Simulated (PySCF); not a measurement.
**An isoelectronic set: 87 electrons**

PBE0 in PySCF with def2-SVPD on every atom (core potentials on Hg, Tl, Pb, Bi), for the lowest determinant that a PBE0 search found; no spin–orbit coupling. All have 87 electrons, 7 of them in the valence shells, and the same state, a quartet (σ ↑, π ↑↑). For ions De leads to the atom and ion picked by measured ionisation energies and electron affinities.

| species | difference of nuclear charges | Re (Å) | ωe (cm⁻¹) | k (mdyn/Å) | De (eV) | dissociates to |
| --- | --- | --- | --- | --- | --- | --- |
| HgC⁻ | 74 | 2.373 | 263 | 0.460 | n/a | Hg + C⁻ |
| TlB⁻ | 76 | 2.290 | 442 | 1.20 | n/a | Tl⁻ + B |
| BePb⁻ | 78 | 2.495 | 382 | 0.743 | 1.59 | Be + Pb⁻ |
| TlC | 75 | 2.300 | 424 | 1.20 | 2.80 | Tl + C |
| BPb | 77 | 2.253 | 518 | 1.65 | 2.59 | B + Pb |
| TlN⁺ | 74 | 3.010 | 106 | 0.0862 | n/a | Tl⁺ + N |
| BiB⁺ | 78 | 2.274 | 492 | 1.49 | n/a | Bi⁺ + B |

Problem. Which member of the whole set has the stiffest bond, and how does it compare with the softest?

Solution. BPb with k = 1.65 mdyn/Å, 19 times that of TlN⁺.

These are scalar-relativistic numbers at best; spin–orbit coupling would shift them, the dissociation energy most. For an ion De counts to the pair picked by the measured ionisation energies or electron affinities, which need not be the lowest pair at this level. The highest Kohn–Sham level is positive in some of these anions. Much of that is self-interaction error, but it also means that the finite basis helps to hold the extra electron. States were picked by a PBE0 search and need not be the measured ground states.
